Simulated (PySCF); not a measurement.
These are PySCF with PBE0-D4/def2-TZVP values and carry that method's errors. Isolated molecules, 0 K electronic values unless said otherwise. Delta-SCF ions had no search for a lower state. 

Reference species (SMILES): `B` (neutral, multiplicity 1).

| Item | Value |
|---|---|
| HOMO–LUMO gap | 7.97 eV |
| vertical ionisation energy (Delta-SCF) | 13.04 eV |
| HOMO | -9.92 eV |
| LUMO | -1.95 eV |

Changed species: `BrBBr` (1 of 3 Br replaced by H; the reference has 3 of 3 Br replaced by H).

Q: Predict the effect on the HOMO–LUMO gap, vertical ionisation energy (Delta-SCF), HOMO and LUMO.

A: the HOMO–LUMO gap decreases by 1.47 eV, to 6.50 eV; the vertical ionisation energy (Delta-SCF) falls by 2.27 eV, to 10.77 eV; the HOMO rises by 1.38 eV, to -8.54 eV; the LUMO decreases by 0.09 eV, to -2.04 eV.
